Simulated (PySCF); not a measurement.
Task: Write a Z-matrix for `O=CC1=CC=C([SiH3])[SiH2]1` as optimised with PBE0-D3(BJ)/def2-SVP.

Result: 
Z-matrix in Å and degrees, rows numbered from 1:
```
O 
C   1  1.2088
C   2  1.4612  1  123.96
C   3  1.3572  2  123.98  1  -179.94
C   4  1.4706  3  116.73  2   179.95
C   5  1.3604  4  117.86  3    -0.00
Si  6  1.8636  5  123.68  4  -179.94
Si  3  1.8792  2  128.92  1     0.02
H   2  1.1217  1  120.86  3  -179.98
H   4  1.0972  3  122.88  2    -0.04
H   5  1.0971  4  119.02  3  -179.99
H   7  1.4953  6  110.33  5   120.37
H   7  1.4950  6  109.73  5    -0.16
H   7  1.4952  6  110.34  5  -120.71
H   8  1.4912  3  114.09  2   -63.54
H   8  1.4912  3  114.08  2    63.68
```

Si7 (SiH3 silicon) is tetrahedral (angles from 107.7° to 110.3°). The 5-membered ring C3–C4–C5–C6–Si8 has internal angles of 92.3° to 117.9°; it is planar, 0.00 Å rms from its mean plane, widest ring torsion 0°. The C–Si distances run from 1.864 Å (C6–Si7, drawn single) to 1.890 Å (C6–Si8, drawn single), a spread of 0.026 Å. The C–C distances run from 1.357 Å (C3=C4, drawn double) to 1.471 Å (C4–C5, drawn single), a spread of 0.114 Å.

Theory: PBE0-D3(BJ)/def2-SVP geometry optimisation, gas phase in PySCF 2.14.0.

Point group: Cs (every atom within 0.08 Å of its image). PBE0-D3(BJ)/def2-SVP frequencies: not computed here. The numbers are those of one conformer (O1–C2–C3–C4 180°).
